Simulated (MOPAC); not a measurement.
MOPAC input (AM1):

```
AM1 FORCE THERMO(298,298) PRECISE LET GEO-OK AUX(PRECISION=9) THREADS=1
C4H8

C    -1.92486616 1    0.13223443 1   -0.04147315 1
C    -0.50421619 1    0.29898051 1    0.32060769 1
C     0.50421198 1   -0.29897288 1   -0.32061181 1
C     1.92487096 1   -0.13225018 1    0.04148180 1
H    -2.05599665 1   -0.55286105 1   -0.91473717 1
H    -2.37358075 1    1.12387768 1   -0.30221024 1
H    -2.49493538 1   -0.28914842 1    0.82458640 1
H    -0.31492542 1    0.96653069 1    1.17812328 1
H     0.31492507 1   -0.96652779 1   -1.17812237 1
H     2.05599637 1    0.55286287 1    0.91473535 1
H     2.49494048 1    0.28915582 1   -0.82459704 1
H     2.37357423 1   -1.12386177 1    0.30220613 1
```

From the output:

```
     H   12   0.005799   0.008384   0.007586   0.555713   0.566319   5.364624

          HEAT OF FORMATION =      -3.397816 KCALS/MOLE

          ZERO POINT ENERGY      68.020 KCAL/MOL

           NORMAL COORDINATE ANALYSIS (Total motion = 1 Angstrom)

   Root No.       1         2         3         4         5         6         7         8

                 1 Au      1 Bg      2 Au      1 Bu      1 Ag      2 Bg      3 Au      2 Ag

                  99.1     118.5     234.5     301.4     543.7     807.2     949.1     992.1

           1   -0.0000   -0.0000   -0.0000    0.0006    0.0626   -0.0000   -0.0000    0.0294
           2    0.0000    0.0000    0.0000   -0.0468    0.0270    0.0000    0.0000    0.0298
           3   -0.0028    0.0005   -0.0452   -0.0000   -0.0000   -0.0122   -0.0139   -0.0000
           4    0.0000   -0.0000    0.0000   -0.0042    0.0499   -0.0000   -0.0000   -0.0038
           5   -0.0000    0.0000   -0.0000    0.0611   -0.0324    0.0000    0.0000    0.0175
           6    0.0045   -0.0333    0.0588   -0.0000   -0.0000   -0.0385   -0.0157    0.0000
           7    0.0000    0.0000    0.0000   -0.0042   -0.0499    0.0000   -0.0000    0.0038
           8   -0.0000   -0.0000   -0.0000    0.0611    0.0324   -0.0000    0.0000   -0.0175
           9    0.0045    0.0333    0.0588    0.0000    0.0000    0.0385   -0.0157   -0.0000
          10   -0.0000    0.0000   -0.0000    0.0006   -0.0626    0.0000   -0.0000   -0.0294
          11   -0.0000   -0.0000    0.0000   -0.0468   -0.0270   -0.0000    0.0000   -0.0298
          12   -0.0028   -0.0005   -0.0452   -0.0000    0.0000    0.0122   -0.0139    0.0000
          13    0.0000   -0.0000   -0.0000   -0.0854    0.1388    0.0000    0.0000   -0.1236
          14   -0.0000    0.0000    0.0000   -0.0826    0.0612   -0.0000   -0.0000   -0.0404
          15    0.1546   -0.1034   -0.0987    0.0000   -0.0000    0.0470    0.0286    0.0000
          16   -0.0071    0.0241   -0.0792    0.0459    0.0242    0.1039    0.0794    0.1271
          17   -0.1412    0.1015    0.0132   -0.0821    0.0617   -0.0023   -0.0013   -0.0449
          18   -0.0894    0.0711   -0.0722   -0.0006    0.0025    0.0364    0.0241    0.0034
          19    0.0071   -0.0241    0.0792    0.0459    0.0242   -0.1039   -0.0794    0.1271
          20    0.1412   -0.1015   -0.0132   -0.0821    0.0617    0.0023    0.0013   -0.0449
          21   -0.0894    0.0711   -0.0722    0.0006   -0.0025    0.0364    0.0241   -0.0034
          22    0.0000   -0.0000    0.0000    0.0376    0.0875    0.0000    0.0000   -0.0405
          23   -0.0000    0.0000   -0.0000    0.0763   -0.0095   -0.0000   -0.0000   -0.0019
          24    0.0037   -0.1104    0.0813   -0.0000   -0.0000    0.1820    0.2760    0.0000
          25    0.0000    0.0000    0.0000    0.0376   -0.0875   -0.0000    0.0000    0.0405
          26   -0.0000   -0.0000   -0.0000    0.0763    0.0095    0.0000   -0.0000    0.0019
          27    0.0037    0.1104    0.0813    0.0000    0.0000   -0.1820    0.2760   -0.0000
          28    0.0000    0.0000   -0.0000   -0.0854   -0.1388   -0.0000    0.0000    0.1236
          29   -0.0000   -0.0000    0.0000   -0.0826   -0.0612    0.0000   -0.0000    0.0404
          30    0.1546    0.1034   -0.0987   -0.0000    0.0000   -0.0470    0.0286   -0.0000
          31    0.0071    0.0241    0.0792    0.0459   -0.0242    0.1039   -0.0794   -0.1271
          32    0.1412    0.1015   -0.0132   -0.0821   -0.0617   -0.0023    0.0013    0.0449
          33   -0.0894   -0.0711   -0.0722    0.0006    0.0025   -0.0364    0.0241    0.0034
          34   -0.0071   -0.0241   -0.0792    0.0459   -0.0242   -0.1039    0.0794   -0.1271
          35   -0.1412   -0.1015    0.0132   -0.0821   -0.0617    0.0023   -0.0013    0.0449
          36   -0.0894   -0.0711   -0.0722   -0.0006   -0.0025   -0.0364    0.0241   -0.0034

   Root No.       9        10        11        12        13        14        15        16

                 2 Bu      4 Au      3 Bg      3 Ag      3 Bu      4 Ag      4 Bu      5 Ag

                1034.2    1073.1    1087.8    1237.3    1285.2    1325.4    1350.2    1382.1

           1   -0.0026   -0.0000    0.0000   -0.0376   -0.0252    0.0124   -0.0191   -0.0086
           2   -0.0270    0.0000   -0.0000    0.0258    0.0223   -0.0068   -0.0015   -0.0209
           3    0.0000   -0.0340    0.0329    0.0000    0.0000   -0.0000   -0.0000    0.0000
           4   -0.0031    0.0000   -0.0000    0.0318    0.0124   -0.0378    0.0518    0.0051
           5    0.0113   -0.0000    0.0000   -0.0300   -0.0257    0.0440    0.0099   -0.0038
           6   -0.0000    0.0313   -0.0453   -0.0000    0.0000    0.0000   -0.0000   -0.0000
           7   -0.0031    0.0000    0.0000   -0.0318    0.0124    0.0378    0.0518   -0.0051
           8    0.0113   -0.0000   -0.0000    0.0300   -0.0257   -0.0440    0.0099    0.0038
           9    0.0000    0.0313    0.0453    0.0000   -0.0000   -0.0000   -0.0000    0.0000
          10   -0.0026   -0.0000   -0.0000    0.0376   -0.0252   -0.0124   -0.0191    0.0086
          11   -0.0270    0.0000    0.0000   -0.0258    0.0223    0.0068   -0.0015    0.0209
          12   -0.0000   -0.0340   -0.0329   -0.0000    0.0000    0.0000    0.0000   -0.0000
          13    0.1472    0.0000   -0.0000   -0.1703   -0.1209    0.0629   -0.0777   -0.0566
          14    0.0433   -0.0000    0.0000   -0.0344   -0.0225    0.0209   -0.0267   -0.0298
          15   -0.0000    0.0468   -0.0439    0.0000    0.0000   -0.0000    0.0000    0.0000
          16   -0.0878    0.1424   -0.1368   -0.0132    0.0032    0.0285   -0.1243    0.0549
          17    0.0434    0.0025   -0.0023   -0.0076   -0.0144    0.0277   -0.0162    0.1399
          18   -0.0000    0.0389   -0.0372   -0.0079   -0.0075    0.0248   -0.0518    0.1126
          19   -0.0878   -0.1424    0.1368   -0.0132    0.0032    0.0285   -0.1243    0.0549
          20    0.0434   -0.0025    0.0023   -0.0076   -0.0144    0.0277   -0.0162    0.1399
          21    0.0000    0.0389   -0.0373    0.0079    0.0075   -0.0248    0.0519   -0.1126
          22    0.0962   -0.0000    0.0000    0.1956    0.2664    0.2170   -0.0625   -0.0259
          23    0.0571    0.0000   -0.0000    0.0526    0.0918    0.1572   -0.0410   -0.0180
          24   -0.0000   -0.0926    0.0942   -0.0000   -0.0000   -0.0000    0.0000   -0.0000
          25    0.0962   -0.0000   -0.0000   -0.1956    0.2664   -0.2170   -0.0625    0.0259
          26    0.0571    0.0000    0.0000   -0.0526    0.0918   -0.1572   -0.0410    0.0180
          27    0.0000   -0.0926   -0.0942    0.0000   -0.0000    0.0000    0.0000    0.0000
          28    0.1472    0.0000    0.0000    0.1703   -0.1209   -0.0629   -0.0777    0.0566
          29    0.0433   -0.0000   -0.0000    0.0344   -0.0225   -0.0209   -0.0267    0.0298
          30   -0.0000    0.0468    0.0439   -0.0000    0.0000    0.0000    0.0000   -0.0000
          31   -0.0878   -0.1424   -0.1368    0.0132    0.0032   -0.0285   -0.1243   -0.0549
          32    0.0434   -0.0025   -0.0023    0.0076   -0.0144   -0.0277   -0.0162   -0.1399
          33    0.0000    0.0389    0.0373   -0.0079    0.0075    0.0248    0.0519    0.1126
          34   -0.0878    0.1424    0.1368    0.0132    0.0032   -0.0285   -0.1243   -0.0549
          35    0.0434    0.0025    0.0023    0.0076   -0.0144   -0.0277   -0.0162   -0.1399
          36   -0.0000    0.0389    0.0372    0.0079   -0.0075   -0.0248   -0.0518   -0.1126

   Root No.      17        18        19        20        21        22        23        24

                 5 Bu      4 Bg      5 Au      6 Ag      6 Bu      7 Ag      6 Au      5 Bg

                1384.0    1386.1    1386.1    1442.3    1461.8    1895.0    3042.5    3042.5

           1   -0.0096   -0.0000   -0.0000    0.0446    0.0628    0.0344   -0.0000    0.0000
           2   -0.0216    0.0000    0.0000   -0.0045    0.0020    0.0081    0.0000   -0.0000
           3   -0.0000   -0.0211   -0.0209   -0.0000   -0.0000   -0.0000   -0.0278    0.0278
           4    0.0142    0.0000   -0.0000   -0.0070   -0.0365   -0.1645   -0.0000   -0.0000
           5    0.0018    0.0000   -0.0000    0.0109   -0.0049   -0.1668    0.0000    0.0000
           6   -0.0000   -0.0009   -0.0013    0.0000    0.0000    0.0000   -0.0010    0.0008
           7    0.0142    0.0000   -0.0000    0.0070   -0.0365    0.1645   -0.0000    0.0000
           8    0.0018    0.0000    0.0000   -0.0109   -0.0049    0.1668    0.0000   -0.0000
           9    0.0000    0.0009   -0.0013   -0.0000    0.0000   -0.0000   -0.0010   -0.0008
          10   -0.0096    0.0000   -0.0000   -0.0446    0.0628   -0.0344   -0.0000   -0.0000
          11   -0.0216   -0.0000    0.0000    0.0045    0.0020   -0.0081    0.0000    0.0000
          12    0.0000    0.0211   -0.0209    0.0000   -0.0000    0.0000   -0.0278   -0.0278
          13   -0.0835    0.0000    0.0000   -0.1378   -0.1305   -0.0224   -0.0000    0.0000
          14   -0.0401   -0.0000   -0.0000   -0.0682   -0.0665   -0.0163    0.0000    0.0000
          15    0.0000    0.2147    0.2137    0.0000    0.0000    0.0000   -0.0145    0.0145
          16    0.0205   -0.0714   -0.0711   -0.1245   -0.1007    0.0447   -0.0830    0.0830
          17    0.1433    0.1077    0.1072    0.0538    0.0422   -0.0070   -0.1142    0.1143
          18    0.1014    0.0248    0.0246   -0.0304   -0.0354    0.0188    0.1792   -0.1792
          19    0.0205    0.0714    0.0711   -0.1245   -0.1007    0.0447    0.0830   -0.0830
          20    0.1433   -0.1077   -0.1072    0.0538    0.0422   -0.0070    0.1142   -0.1142
          21   -0.1014    0.0248    0.0246    0.0304    0.0354   -0.0188    0.1792   -0.1792
          22   -0.0120    0.0000    0.0000   -0.0064    0.0177    0.0817   -0.0000   -0.0000
          23   -0.0105   -0.0000   -0.0000    0.0083    0.0168   -0.0653    0.0000   -0.0000
          24   -0.0000   -0.0002    0.0021    0.0000   -0.0000   -0.0000   -0.0005    0.0005
          25   -0.0120   -0.0000   -0.0000    0.0064    0.0177   -0.0817   -0.0000    0.0000
          26   -0.0105   -0.0000   -0.0000   -0.0083    0.0168    0.0653    0.0000    0.0000
          27    0.0000    0.0002    0.0021   -0.0000    0.0000    0.0000   -0.0005   -0.0005
          28   -0.0835   -0.0000    0.0000    0.1378   -0.1305    0.0224   -0.0000   -0.0000
          29   -0.0401    0.0000   -0.0000    0.0682   -0.0665    0.0163    0.0000   -0.0000
          30    0.0000   -0.2147    0.2137   -0.0000    0.0000   -0.0000   -0.0145   -0.0145
          31    0.0205   -0.0714    0.0711    0.1245   -0.1007   -0.0447    0.0830    0.0830
          32    0.1433    0.1077   -0.1072   -0.0538    0.0422    0.0070    0.1142    0.1143
          33   -0.1014   -0.0248    0.0246   -0.0304    0.0354    0.0188    0.1792    0.1792
          34    0.0205    0.0714   -0.0711    0.1245   -0.1007   -0.0447   -0.0830   -0.0830
          35    0.1433   -0.1077    0.1072   -0.0538    0.0422    0.0070   -0.1142   -0.1143
          36    0.1014   -0.0248    0.0246    0.0304   -0.0354   -0.0188    0.1792    0.1792

   Root No.      25        26        27        28        29        30

                 8 Ag      7 Bu      9 Ag      8 Bu     10 Ag      9 Bu

                3052.8    3052.9    3142.5    3144.1    3154.9    3172.8

           1    0.0000   -0.0000    0.0087    0.0106    0.0065    0.0038
           2   -0.0234   -0.0237    0.0005   -0.0004   -0.0028   -0.0030
           3   -0.0000   -0.0000   -0.0000   -0.0000   -0.0000   -0.0000
           4   -0.0015   -0.0007   -0.0016   -0.0004    0.0074    0.0117
           5    0.0007    0.0009    0.0089    0.0037   -0.0174   -0.0257
           6    0.0000    0.0000   -0.0000    0.0000   -0.0000    0.0000
           7    0.0015   -0.0007    0.0016   -0.0004   -0.0074    0.0117
```
